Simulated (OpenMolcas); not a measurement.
**Rh+: the spin-orbit constant, worked from levels**

- Program: OpenMolcas
- Basis: ANO-RCC-VTZP [7s6p4d2f1g]
- Scalar Hamiltonian: DKH2, point nucleus
- Active space: 8 electrons in 6 orbitals (4d 5s)
- State averaging: 2S+1 = 5 even, 15 roots (10 in the spin-orbit step); 2S+1 = 3 even, 55 roots; 2S+1 = 1 even, 43 roots
- Spin-orbit coupling: RASSI with atomic mean-field integrals over the reference wave functions, term energies averaged over their components

Methods: CASSCF; MS-CASPT2, IPEA 0.25 Eh, imaginary shift 0.1 Eh (closed shells correlated: 4s 4p). Measured levels: NIST Handbook of Basic Atomic Spectroscopic Data.

**The spin-orbit constant.** For the Hund term ³F of d8, E(J) = (A/2) J(J+1) + constant and ζ = -2S·A = -2A. From J = 2 to J = 4 the energy changes by 7 A.

```
   Source  E(4) - E(2)       A     ζ
   CASSCF      -3751.4  -535.9  1072
MS-CASPT2      -3616.7  -516.7  1033
 measured      -3580.7  -511.5  1023
```

All in cm-1. MS-CASPT2 is off by +1.0 % and CASSCF by +4.8 %. Both methods take the spin-orbit matrix elements from the reference wave functions, so the second can move ζ only through the term energies and any multistate remixing. Second-order mixing with other terms is absorbed into this ζ.

CASPT2 does not keep the components of a term degenerate, so their means are used; among the terms shown or strongly mixed into the levels shown the widest spread is 1300 cm-1 (4d⁸ ³F, MS-CASPT2). Some high roots are left out of the spin-orbit mixing, which shifts the levels that they would mix with. Without dynamic correlation excited terms often stand tens of per cent too high (terms of higher spin than the ground term too low), and those without a measured partner can miss by more than the paired ones (holds for CASSCF). Computed and measured levels are paired by configuration, term and J; levels that our copy of the source lacks, or whose pairing is in doubt (as where it misses far off the trend of its configuration), stay unpaired and out of the deviations. Levels of configurations outside the active space are missing.
